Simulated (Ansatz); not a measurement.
Start from `C=C(F)Br` and change one atom or group to get `C=C(F)[SiH2][AlH2]`.

Ansatz, PBE0-D4/def2-TZVP geometries, multiplicity 1. Each molecule was computed in one conformer, which needn't be the lowest.

Scalar relativity is left out up to krypton. Spin–orbit coupling is left out; it splits and shifts lone-pair levels of the heavy atoms by tenths of an eV.

```csv
property,`C=C(F)Br`
LUMO energy (B3LYP/def2-TZVPP) / eV,-0.42
HOMO energy (B3LYP/def2-TZVPP) / eV,-7.36
HOMO–LUMO gap (PBE0/def2-TZVPP) / eV,7.42
HOMO–LUMO gap (ωB97M-V/def2-TZVPP) / eV,11.78
HOMO–LUMO gap (PBE/def2-TZVPP) / eV,5.22
LUMO energy (ωB97M-V/def2-TZVPP) / eV,2.00
```

**Question.** What does the change do to each property? (Best estimate.)

**Answer.** Computed: 
```json
{"property": "LUMO energy (B3LYP/def2-TZVPP) / eV", "`C=C(F)[SiH2][AlH2]`": "-2.44", "shift": "-2.02"}
{"property": "HOMO energy (B3LYP/def2-TZVPP) / eV", "`C=C(F)[SiH2][AlH2]`": "-7.48", "shift": "-0.12"}
{"property": "HOMO–LUMO gap (PBE0/def2-TZVPP) / eV", "`C=C(F)[SiH2][AlH2]`": "5.46", "shift": "-1.96"}
{"property": "HOMO–LUMO gap (ωB97M-V/def2-TZVPP) / eV", "`C=C(F)[SiH2][AlH2]`": "9.16", "shift": "-2.62"}
{"property": "HOMO–LUMO gap (PBE/def2-TZVPP) / eV", "`C=C(F)[SiH2][AlH2]`": "3.50", "shift": "-1.72"}
{"property": "LUMO energy (ωB97M-V/def2-TZVPP) / eV", "`C=C(F)[SiH2][AlH2]`": "-0.63", "shift": "-2.63"}
```

With PBE0 the HOMO falls by 0.12 eV and the LUMO falls by 2.08 eV, so the gap narrows by about 1.96 eV. PBE moves the HOMO by -0.13 eV and ωB97M-V by -0.01 eV.

B3LYP here is the variant with VWN-RPA as its local correlation; programs differ in this.
